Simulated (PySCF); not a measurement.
A run with a changed setting

The sound run of [Pr(NH3)]3+ (singlet in the valence; each metal's 4f electrons, 2 of them, lie in its core potential, out of spins and levels) uses PySCF 2.14.0, RKS PBE, Pr lcecp-1-SVP with ECP48, N def2-SVP, H def2-SVP; non-relativistic Hamiltonian with scalar-relativistic core potentials where named; density fitting; no spin-orbit coupling, grid (50, 194), threshold 1e-8 and 55 cycles at the relaxed geometry. This run, with dm0 from free metal ions and neutral atoms, differs:

```python
mol = gto.M(atom='''
Pr     0.00000     0.00000    -0.19913
N     -0.00000    -0.00000     2.23849
H      0.94990     0.00004     2.69924
H     -0.47498     0.82262     2.69924
H     -0.47492    -0.82266     2.69924''',
    basis={'Pr': 'lcecp-1-SVP', 'N': 'def2-SVP', 'H': 'def2-SVP'},
    ecp={'Pr': 'lcecp-1-SVP'},
    charge=0, spin=0)
mf = dft.RKS(mol, xc='PBE')
mf.grids.atom_grid = (50, 194)  # f atoms: unpruned, at least (60, 302)
mf = mf.density_fit()  # fitting sets: Pr AutoAux, N def2-universal-JKFIT, H def2-universal-JKFIT
mf.conv_tol = 1e-08; mf.max_cycle = 63
mf.kernel(dm0)
```

Question: What was changed, and how did it end?

Answer: The charge was changed. The program refused it. The cycle limit differs too. These settings are unsound on purpose: the numbers aren't the compound's.
```
RuntimeError: Electron number 21 and spin 0 are not consistent
Note mol.spin = 2S = Nalpha - Nbeta, not 2S+1
```

Run from Python with OMP_NUM_THREADS=2; the lines above give its settings.

An lcecp potential fixes the number of 4f electrons, so in runs with it no electron can move into or out of that shell.
